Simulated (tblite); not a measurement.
Compound: C4H11PSi.
Structure used (GFN2-xTB), in Å, numbered top down from 1:
```
atom  x, y, z in Å
C1    -1.8192   -0.9606    0.0772
C2    -0.6773    0.0179    0.3299
C3    -0.9545    1.3417   -0.3905
C4     0.6642   -0.5102   -0.1081
Si5    2.1888    0.3676    0.5839
P6     0.7353   -1.7789   -1.2147
H7    -2.7560   -0.5609    0.4609
H8    -1.9300   -1.1403   -0.9915
H9    -1.6192   -1.9122    0.5669
H10   -0.6280    0.2251    1.4070
H11   -1.9209    1.7397   -0.0885
H12   -0.9660    1.1804   -1.4672
H13   -0.1876    2.0769   -0.1585
H14    2.4627    1.5866   -0.1848
H15    1.9196    0.7154    1.9814
H16    3.3444   -0.5268    0.4960
H17    2.1368   -1.8494   -1.3094
```

All values are computed: GFN2-xTB (tblite) harmonic vibrations without scaling, gas phase. Against measured fundamentals such values can be off by several per cent, at times by over 20. Modes of hydrogen on phosphorus and silicon can be 10 to 20 % off. One conformer, not necessarily the lowest. The optimisation stopped once no atom felt more than 0.01 eV/Å.

Lowest wavenumbers of the output (negative numbers stand for imaginary wavenumbers):
```
mode    cm-1
  1     -23.3
  2      61.9
  3     182.2
  4     197.5
  5     225.4
  6     242.5
  7     261.4
  8     347.7
  9     382.2
 10     441.4
 11     540.6
 12     545.1
 13     569.8
 14     618.4
 15     772.5
```

Is this structure a minimum?

Not by this Hessian. 1 mode is imaginary beyond 20i (23i cm⁻¹), so at this level the point lies at or near a first-order saddle. The curvature is small, so loose convergence or finite differences may be the whole cause.

Which atoms move in the imaginary mode?

23i: C3 (methyl carbon) 20 %, H15 (Si–H hydrogen) 15 %, H14 (Si–H hydrogen) 13 %, C1 (methyl carbon) 12 %. These are shares of the mass-weighted motion.

What is the remedy?

Step along that mode in both directions, optimise again with tighter thresholds and repeat the frequencies. The zero-point energy of this point (82.5 kcal/mol) counts the 44 real modes alone, and thermal corrections from it aren't those of a minimum.
